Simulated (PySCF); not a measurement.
## First hyperpolarisability: SMILES C[Se]c1ccc2n[se]nc2c1, C7H6N2Se2

Geometry:
```
atom   x (Å)   y (Å)   z (Å)
  C1  -3.130  -0.625  -0.667
 Se2  -2.323   1.123  -0.831
  C3  -0.523   0.685  -0.441
  C4   0.390   1.801  -0.474
  C5   1.719   1.655  -0.216
  C6   2.228   0.354   0.097
  N7   3.493   0.086   0.365
 Se8   3.585  -1.663   0.683
  N9   1.847  -1.951   0.428
 C10   1.307  -0.779   0.132
 C11  -0.080  -0.578  -0.145
 H12  -3.007  -1.016   0.352
 H13  -4.200  -0.489  -0.876
 H14  -2.704  -1.321  -1.401
 H15  -0.006   2.792  -0.715
 H16   2.407   2.501  -0.242
 H17  -0.737  -1.447  -0.110
```

The calculation used quadratic response CAM-B3LYP/def2-SVPD first hyperpolarisability, Taylor convention, gas phase in PySCF. Geometry: PBE0-D3(BJ)/def2-SVP.

The calculation is non-relativistic, which matters for the atoms heavier than Zn.

(1) Give β for the processes computed.

(2) Which lowest excitations, dipole and polarisabilities go with it?

## Answers

(1) In au, Taylor convention; the vector part is βᵢ = ⅓ Σⱼ (βᵢⱼⱼ + βⱼᵢⱼ + βⱼⱼᵢ); β∥ is 3/5 of the vector part along the dipole, the dipole points from − to +:
```
                   process  λ (nm)  β vector norm      β∥   β HRS  depolarisation ratio
           static β(0;0,0)       ∞         1481.5   806.9   642.9                  4.33
second harmonic β(−2ω;ω,ω)    1907         1791.9   969.8   773.7                  4.43
         Pockels β(−ω;ω,0)    1907         1574.6   855.8       –                     –
second harmonic β(−2ω;ω,ω)    1064         3051.6  1623.7  1304.4                  4.61
         Pockels β(−ω;ω,0)    1064         1817.4   983.2       –                     –
```

(2) S1 3.48 eV (f = 0.176); S2 4.14 eV (f = 0.237); S3 4.46 eV (f = 0.000); dipole 1.62 D; isotropic α 159.8 au static, 161.0 au at 1907 nm, 163.8 au at 1064 nm, 164.9 au at 953.5 nm, 181.1 au at 532 nm.
